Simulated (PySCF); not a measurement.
# Distorted geometries of [Sm(NH3)]2+

[Sm(NH3)]2+ (singlet in the valence; each metal's 4f electrons, 6 of them, lie in its core potential, out of spins and levels). PySCF 2.14.0, RKS r2SCAN, Sm lcecp-0-SVP with ECP52, N def2-SVP, H def2-SVP; non-relativistic Hamiltonian with scalar-relativistic core potentials where named; density fitting; no spin-orbit coupling. Relaxed geometry:

```xyz
5

Sm    0.0000    0.0000   -0.2249
N     0.0000    0.0000    2.3879
H     0.9310    0.0000    2.8320
H    -0.4655    0.8062    2.8320
H    -0.4654   -0.8062    2.8320
```

Q: Order these distorted geometries by energy above the relaxed one, lowest first.
A.
```xyz
5

Sm    0.0046   -0.0079   -0.2971
N    -0.0491   -0.0437    2.2990
H     0.9577    0.0060    2.8114
H    -0.4777    0.7700    2.8861
H    -0.4355   -0.7244    2.9596
```
B.
```xyz
5

Sm   -0.1625   -0.1235   -0.3120
N     0.0276    0.0923    2.4851
H     0.8892   -0.2051    2.8368
H    -0.3713    1.0244    2.7211
H    -0.3830   -0.7881    2.9281
```
C.
```xyz
5

Sm   -0.0881   -0.2314   -0.1713
N    -0.2125    0.1988    2.5792
H     1.0863   -0.0009    2.6809
H    -0.4078    0.9171    2.8039
H    -0.3779   -0.8836    2.7663
```

A: A (0.41 eV), B (0.72 eV), C (4.68 eV).

Q: Which forces (eV/Å) act in the one that lies 4.68 eV up?

A: 
```
Sm   -0.19   0.32   0.30
N    13.22 -28.46 -10.41
H    -4.89   1.71   0.10
H    -7.03  22.59   8.92
H    -1.10   3.83   1.09
```
Forces carry noise of the integration grid, about 0.01 to 0.03 eV/Å.

No frequency check is given that shows the relaxed geometry to be a minimum. An lcecp potential fixes the number of 4f electrons, so in runs with it no electron can move into or out of that shell.
